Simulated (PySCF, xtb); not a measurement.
H3Sn, SMILES [SnH3-], charge -1.

GFN2-xTB run with xtb 6.7.1 at its own geometry gives an orbital gap of 5.24 eV.

Coordinates come from a B3LYP-D3(BJ)/def2-TZVPD optimisation. The def2 effective core potentials stand for the cores of Sn; spin–orbit coupling is left out.

Task: What does PBE0/def2-TZVPD run with PySCF give? (An estimate is asked for; the answer gives what the named calculation found.)

Result: gap 4.49 eV (levels -0.40 and 4.09 eV).
